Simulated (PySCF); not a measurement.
Computed with PySCF with B3LYP-D3(BJ)/def2-TZVP // PBE0-D4/def2-TZVP. All species are isolated molecules in the gas phase. B3LYP has the VWN-RPA correlation part, as in Gaussian. Delta-SCF ions had no search for a lower state. 

Reference species (SMILES): `C=C=NC` (neutral, multiplicity 1).

* **HOMO–LUMO gap**: 6.32 eV
* **vertical ionisation energy (Delta-SCF)**: 8.86 eV
* **dipole moment**: 1.38 D

After one change: the HOMO–LUMO gap increases by 0.19 eV; the vertical ionisation energy (Delta-SCF) drops by 0.37 eV; the dipole moment rises by 0.47 D.

Question: Which change was made? The new species is one of these.
A) `N=C1CC1`
B) `CCC#N`
C) `C#CNC`
D) `NC1=CC1`

Answer: C, `C#CNC`
